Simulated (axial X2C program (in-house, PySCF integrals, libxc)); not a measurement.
**CaCl⁺: from the spin-free to the two-component result**

Calculated with an in-house relativistic program for diatomic molecules. Spin-free means the one-electron spin-free X2C Hamiltonian; two-component (2c) means X2C with spin–orbit coupling and atomic mean-field two-electron Coulomb and Gaunt terms, so the difference of the two also holds small scalar two-electron terms. Basis: Ca dyall-cv3z [11s12p6d4f], Cl dyall-av3z [9s8p3d2f] (cores contracted in-house); Gaussian nuclei, density fitting, unrestricted open shells. Masses: Ca 39.963 u, Cl 34.969 u.

Spin-free state: M_S = 0, Λ = 0 (closed shell); fragments Ca+ + Cl.

```tsv
level	Re (Å)	ωe (cm⁻¹)	De (eV)	μ (D)
PBE0	2.314	455.5	4.427	-10.33
HF	2.377	438.8	3.010	-11.91
MP2	2.383	429.9	4.291	n/a
CCSD	2.382	430.9	4.080	n/a
CCSD(T)	2.384	428.4	4.176	n/a
TPSS	2.320	449.6	4.715	-10.00
```

Correlated methods: 8 electrons correlated (number of frozen shells: Ca 3 s, 2 p; Cl 2 s, 1 p), 250 virtual spin orbitals or spinors in MP2, 88 natural virtuals in coupled cluster.

Dipoles are positive if Cl is the positive end and refer to the centre of mass.

Two-component determinant lowest at the distance of the search:

Ω = 0 (closed shell); fragments Ca+ + Cl.

| level | Re (Å) | ωe (cm⁻¹) | De (eV) | μ (D) |
| --- | --- | --- | --- | --- |
| PBE0 | 2.314 | 455.5 | 4.423 | -10.33 |
| HF | 2.377 | 438.7 | n/a | -11.91 |
| MP2 | 2.383 | 429.9 | 4.255 | n/a |
| CCSD | 2.382 | 430.9 | 4.054 | n/a |
| CCSD(T) | 2.384 | 428.4 | 4.142 | n/a |
| TPSS | 2.320 | 449.6 | 4.713 | -10.00 |

(1) From the two tables, how do the constants change at the CCSD(T) level (2c against spin-free)?

Occupations by symmetry block were frozen at the best pattern of an incomplete PBE0 search. Closed shells are restricted here (equal orbitals for both partners); the stretched side of such a curve lies too high. Dissociation energies refer to the lowest single-determinant-based atoms at the same level and basis. De is not given where an atomic determinant may have missed its ground term or J level, or where the truncated virtual space spoils (T). CCSD and (T) use frozen natural virtuals with an MP2 correction for the truncation; (T) itself is uncorrected, so its De runs slightly low. In 2c an atomic determinant is not the ground J level, so De misses part of the atomic spin–orbit lowering. This holds for PBE0, TPSS. Without a current term, density functionals place determinants with orbital angular momentum somewhat too high. The outer-core s and p shells of the metal are frozen in the correlated rows, which leaves out core–valence correlation; for alkali and alkaline-earth bonds that tends to lengthen them.

Results:

(1) At the CCSD(T) level Re is unchanged within 0.001 Å and ωe is unchanged to within 0.2 cm⁻¹; De changes by -0.034 eV.
